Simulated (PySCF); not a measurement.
Simulated outer-valence photoelectron spectrum of `[PH2+](B)[BH2-]F`. Level of theory: EOM-IP-CCSD/aug-cc-pVDZ in PySCF, restricted Hartree–Fock reference, frozen core, non-relativistic, gas phase, PBE0-D3(BJ)/def2-SVP geometry.

Each root has a Gaussian of 0.5 eV full width with its one-hole share as area; cross sections and vibrations are left out, and the highest printed point is 100.

```
ionisation energy (eV)  intensity
                   9.6          1
                   9.8         11
                  10.0         37
                  10.2         50
                  10.4         37
                  10.6         40
                  10.8         50
                  11.0         29
                  11.2          7
                  11.4          1
                  11.6          0
                  11.8          0
                  12.0          0
                  12.2          0
                  12.4          0
                  12.6          3
                  12.8         20
                  13.0         63
                  13.2         92
                  13.4         62
                  13.6         19
                  13.8          3
                  14.0          2
                  14.2         16
                  14.4         46
                  14.6         76
                  14.8         97
                  15.0        100
                  15.2         80
                  15.4         60
                  15.6         30
                  15.8          7
                  16.0          1
```

Problem. Where are the maxima, and how many lines lie under the curve?

Solution. 4 maxima, at 10.2, 10.8, 13.2 and 14.9 eV, from 8 lines. At this width some lines have no maximum of their own.

Problem. List the lines with their holes.

Solution. 
| E (eV) | leading hole (HF orbital) | area | Koopmans (eV) |
| --- | --- | --- | --- |
| 10.17 | HOMO | 0.96 | 10.66 |
| 10.78 | HOMO-1 | 0.95 | 11.77 |
| 13.12 | HOMO-2 | 0.95 | 14.01 |
| 13.27 | HOMO-3 | 0.94 | 14.13 |
| 14.52 | HOMO-4 | 0.93 | 15.81 |
| 14.85 | HOMO-6 | 0.94 | 17.19 |
| 15.02 | HOMO-7 | 0.94 | 17.45 |
| 15.39 | HOMO-5 | 0.93 | 16.45 |

The widest gap, 2.34 eV, lies between 10.78 and 13.12 eV. Only orbitals with −ε under 21 eV, eight at most, were ionised, so the high end of the curve may lack lines.

On one thread, Arm Neoverse V2 (aarch64) (shared host), this took 3.4 min of wall time and 2.6 GiB of memory at its peak.

Shape of the structure used: `[BH2:1][PH2+:2][BH2-:3][F:4]`: B1–P2–B3–F4 -59°.

One conformer stands for the species.
